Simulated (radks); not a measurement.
Polarisabilities and homonuclear dispersion coefficients (atomic units). Code: a radial shooting solver on a logarithmic mesh with Libxc functionals. Model: scalar-relativistic Kohn-Sham, LDA (Slater exchange, VWN5 correlation), spin-polarised, spherical densities, finite nucleus; open shells are filled with parallel spins first (spin-orbit coupling, left out, can overturn this in heavy ions); Fermi nuclear charge, rms radius of each element as measured or else 0.836 A^(1/3) + 0.57 fm. Response by self-consistent Sternheimer equations with the Hartree and adiabatic LDA kernel, the relativistic mass of each level held fixed and spin-orbit coupling left out. For heavy and open-shell atoms this level of theory can miss by tens of per cent. "Uncoupled" leaves out the induced potential. Quadrupole and octupole values are given only where no p, d or f shell is open.

\begin{tabular}{lrrrrrrrr}
species & configuration & alpha1 (bohr^3) & alpha1, uncoupled & alpha2 (bohr^5) & alpha3 (bohr^7) & C6 & C8 & recommended alpha1 \\ \hline
Xe & [Xe] & 28.72 & 47.43 & 228.6 & 3843 & 306.3 & 12730 & 27.32 +/- 0.2 \\
Cs+ & [Xe] & 16.21 & 27.28 & 90.89 & 1022 & 140.8 & 4214 & - \\
Ba2+ & [Xe] & 10.71 & 18.16 & 47.34 & 398.9 & 78.75 & 1864 & - \\
La3+ & [Xe] & 7.684 & 13.08 & 28.48 & 188.9 & 49.05 & 962.1 & - \\
Ce4+ & [Xe] & 5.807 & 9.896 & 18.97 & 100.7 & 32.73 & 547.0 & - \\
Pr5+ & [Xe] & 4.550 & 7.754 & 14.13 & 58.32 & 22.93 & 331.9 & - \\
Nd6+ & [Kr] 4d10 4f2 5s2 5p4 & 3.669 & 6.289 & - & - & 15.48 & - & - \\
Pm7+ & [Kr] 4d10 4f3 5s2 5p3 & 2.951 & 5.044 & - & - & 10.76 & - & - \\
Sm8+ & [Kr] 4d10 4f4 5s2 5p2 & 2.398 & 4.093 & - & - & 7.545 & - & - \\
\end{tabular}

Recommended values: Schwerdtfeger and Nagle, table of static dipole polarisabilities (2023 update), measured or computed.
